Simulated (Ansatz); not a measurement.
Relaxation of C₂H₈SSi₂ (13 atoms, charge 0, multiplicity 1), to a largest force component of 0.02 eV/Å in at most 50 steps.

Theory: RKS r2SCAN-D4/6-31G* in Ansatz 0.2.0.

```xyz
13
Properties=species:S:1:pos:R:3
Si -1.307 0.731 0.915
C 0.399 0.247 1.065
Si 0.693 -0.978 -0.293
C 0.706 -0.280 -2.020
S 1.708 0.888 -2.498
H -1.671 1.825 1.919
H -1.598 1.345 -0.438
H -2.235 -0.354 1.110
H 1.083 1.123 1.025
H 0.581 -0.202 2.070
H -0.228 -2.122 -0.131
H 2.085 -1.572 -0.025
H -0.196 -0.686 -2.685
```

Q: Where does it end, and by what steps?

A: It converged. After 25 steps the energy has fallen by 0.559 eV; H13 moved furthest, 1.20 Å.

```
step  energy less start (eV)  largest force component (eV/Å)  accepted
   0                  0.0000                           2.666       yes
   1                 -0.2912                           1.557       yes
   2                 -0.4317                           1.356       yes
   3                 -0.5081                           0.337       yes
   4                 -0.4829                           0.466        no
   5                 -0.5184                           0.177       yes
   6                 -0.5202                           0.147       yes
   7                 -0.5280                           0.079       yes
   8                 -0.5129                           0.872        no
   9                 -0.5327                           0.049       yes
  10                 -0.5363                           0.155       yes
  11                 -0.5330                           0.415        no
  12                 -0.5403                           0.096       yes
  13                 -0.5437                           0.110       yes
  14                 -0.5472                           0.199       yes
  15                 -0.5405                           0.390        no
  16                 -0.5525                           0.081       yes
  17                 -0.5551                           0.076       yes
  18                 -0.5566                           0.223       yes
  19                 -0.5573                           0.109       yes
  20                 -0.5581                           0.046       yes
  21                 -0.5586                           0.033       yes
  22                 -0.5585                           0.059        no
  23                 -0.5589                           0.032       yes
  24                 -0.5591                           0.034       yes
  25                 -0.5591                           0.019       yes
```

```xyz
13
Properties=species:S:1:pos:R:3
Si -1.390 0.850 1.045
C 0.384 0.216 0.995
Si 0.664 -1.093 -0.310
C 0.901 -0.298 -2.014
S 1.057 1.303 -2.282
H -1.498 2.094 1.859
H -1.893 1.135 -0.328
H -2.271 -0.188 1.653
H 1.061 1.054 0.775
H 0.654 -0.176 1.985
H -0.484 -2.043 -0.422
H 1.887 -1.915 -0.061
H 0.948 -0.975 -2.880
```

Whether the end is a true minimum wasn't checked by a vibrational analysis.

Run time: 3.4 min on 2 threads of Intel(R) Xeon(R) Processor @ 2.50GHz (Skylake/Cascade Lake), on a shared host, peak memory 0.2 GiB.
